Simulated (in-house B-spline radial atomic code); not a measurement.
**Ionising Si7+ with different functionals**

Computed with a radial B-spline atomic code at the basis-set limit: scalar-relativistic (spin-free X2C) Hamiltonian, Fermi nucleus of rms radius 3.1224 fm, spin-polarised at highest spin, spherical fractional occupations for the functionals, the average over the highest-spin determinants for Hartree-Fock. The ionisation energy is the difference of two self-consistent energies, [He] 2s2 2p3 → [He] 2s2 2p2, without Breit or QED terms; ε is the level of the shell that loses the electron (its least bound occupied spin orbital).

Hybrids are left out here: with spherical fractional occupations of an open shell their exact exchange keeps a self-interaction that integer-occupation calculations don't have.

```tsv
method	rung	ΔSCF (eV)	-ε(2p) (eV)
Hartree-Fock	Hartree-Fock	304.10	305.62
LDA VWN5	LDA	304.32	281.05
LDA PW92	LDA	304.31	281.04
LDA exchange-only	LDA	302.58	279.37
PBE	GGA	304.59	281.32
PBEsol	GGA	?	?
BLYP	GGA	304.69	281.32
RPBE	GGA	304.56	281.30
PW91	GGA	304.88	281.59
BP86	GGA	304.62	281.34
AM05	GGA	304.14	280.90
OLYP	GGA	305.55	282.32
TPSS	meta-GGA	305.14	281.96
SCAN	meta-GGA	307.05	284.26
r2SCAN	meta-GGA	306.85	284.07
revTPSS	meta-GGA	?	?
```

Q: What does revTPSS give?

A: ΔSCF 304.78 eV, and -ε(2p) = 281.64 eV.

Q: What does PBEsol give?

A: ΔSCF 304.26 eV, and -ε(2p) = 281.01 eV.

Q: How do they compare with the NIST value?

A: NIST lists 303.59 eV ± 0.05 (semi-empirical, ground level to ground level). Errors run from -1.01 to +3.46 eV; Hartree-Fock is closest (+0.51 eV), though others lie within the uncertainty of it, and part of that can be cancellation, since the calculations leave out spin-orbit coupling, Breit-QED terms, multiplet and fine-structure energies. Hartree-Fock also lacks correlation.
